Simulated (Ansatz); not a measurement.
```yaml
atoms:
  - { symbol: Cr, position_ang: [0.0394, -0.0113, -0.0379] }
  - { symbol: H, position_ang: [0.0482, -0.0111, 1.5881] }
```

Basis set: aug-cc-pVDZ (spherical functions). Frozen core: 5 orbitals. Charge 0, multiplicity 6.

Computed with Ansatz (development build ahead of 0.2.0); each method stands on the lowest determinant of its kind that the runs found.

Task: Give the atomization energy at this shape (free ground-state atoms in the same class of orbitals less the molecule, no zero-point energy) of sextet CrH by UHF-MP2, UHF.

Result:

```
 method  atomization energy
UHF-MP2        152.6 kJ/mol
    UHF         97.2 kJ/mol
```
